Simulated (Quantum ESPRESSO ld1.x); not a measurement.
Problem. All-electron atom: Tc XXXIII in [Ne] 3s1 (the NIST ground configuration). Calculated with ld1.x of Quantum ESPRESSO 7.5: Dirac Kohn-Sham, LDA (Slater exchange, Perdew-Zunger correlation), spin-unpolarised, spherical densities, point nucleus. Some entries of the table are withheld. Estimate them.

orbital,occ.,eigenvalue (eV),<1/r> (bohr^-1)
1s1/2,2,(1),44.68
2s1/2,2,-4655.72,10.39
2p1/2,2,(2),(3)
2p3/2,4,(4),(5)
3s1/2,1,(6),4.229

Solution. 
(1) 1s1/2 eigenvalue (eV): -22620.4
(2) 2p1/2 eigenvalue (eV): -4450.36
(3) 2p1/2 <1/r> (bohr^-1): 10.34
(4) 2p3/2 eigenvalue (eV): -4327.41
(5) 2p3/2 <1/r> (bohr^-1): 9.833
(6) 3s1/2 eigenvalue (eV): -1870.98
